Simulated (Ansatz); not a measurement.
Calculated with Ansatz (gas phase, PBE0-D4/def2-TZVP geometries, no zero-point term in ΔE). CCSD(T)/CBS adds triple-zeta CCSD(T) − MP2 to the extrapolated MP2 energy (def2 sets, frozen cores). This one scheme is used for every species. Functionals use def2-TZVPP. One conformer a species, not always the lowest.

`CB(N)O[SiH3]` + H₂ → `CBN` + `O[SiH3]`  (hydrogenolysis of a B–O bond)

`CB(N)O[SiH3]`:

Z-matrix (Å, degrees):
```
C
B 1 1.577
H 1 1.095 2 110.8
H 1 1.095 2 110.8 3 117.7
H 1 1.092 2 113.5 3 -121.2
N 2 1.401 1 122.1 3 121.0
O 2 1.382 1 121.2 3 -59.0
H 6 1.003 2 123.2 1 0.0
H 6 1.005 2 122.2 1 -179.9
Si 7 1.638 2 132.9 1 0.0
H 10 1.488 7 111.1 2 -60.4
H 10 1.488 7 111.1 2 60.5
H 10 1.483 7 107.5 2 -179.9
```

H₂:

Cartesian coordinates in Å:
```
H -0.220 -0.268 0.137
H 0.220 0.268 -0.137
```

`CBN`:

Cartesian coordinates in Å:
```
C -0.934 -0.687 -0.198
B -0.020 0.452 0.373
N 1.308 0.597 -0.017
H -1.816 -0.258 -0.687
H -1.324 -1.308 0.616
H -0.437 -1.345 -0.916
H -0.442 1.243 1.174
H 1.910 1.319 0.336
H 1.755 -0.013 -0.682
```

`O[SiH3]`:

Z-matrix (Å, degrees):
```
Si
O 1 1.648
H 1 1.489 2 111.7
H 1 1.489 2 111.7 3 120.9
H 1 1.481 2 105.9 3 -119.6
H 2 0.957 1 117.9 3 -60.5
```

```tsv
level	ΔE (kJ/mol)
revPBE-D4	100.1
r2SCAN-D4	103.7
PBE0-D4	96.5
r2SCAN0-D4	102.6
ωB97X-V	97.9
PBE	87.5
CAM-B3LYP	93.7
CCSD/def2-SVP	104.9
```

What does CCSD(T)/CBS give? (Estimate.)

Computed: +99.4 kJ/mol. The listed levels differ from it by 0.7, 4.3, -2.9, 3.2, -1.5, -11.9, -5.7, 5.5 kJ/mol.

What do rigid-rotor, harmonic-oscillator terms from PBE0-D4/def2-TZVP frequencies (298.15 K, 1 bar) make of the CCSD(T)/CBS value? (An estimate is asked.)

Ansatz gave: ΔZPE = +17.3 kJ/mol, ΔH = +111.9 kJ/mol, ΔS = 38 J/(mol·K), ΔG = +100.5 kJ/mol.

Largest T1 diagnostic among the species: 0.011.

At CCSD(T), def2-SVP lies +8.3 kJ/mol from the extrapolated value and def2-TZVPP −0.3 kJ/mol. Leaving LDA and LC-ωPBE aside and taking each functional with its dispersion term where it has one, the values, not all of them listed here, spread over 8.9 kJ/mol, from B2PLYP to r2SCAN-D4. LDA lies +14.3 kJ/mol from PBE without D4. The D4 term adds +12.8 kJ/mol with B3LYP and +7.3 kJ/mol with PBE0; it sums over pairs of atoms, weighted by their polarisabilities, and B3LYP, whose exchange is more repulsive, gets the larger term.

B3LYP here is the variant with VWN-RPA as its local correlation; programs differ in this.
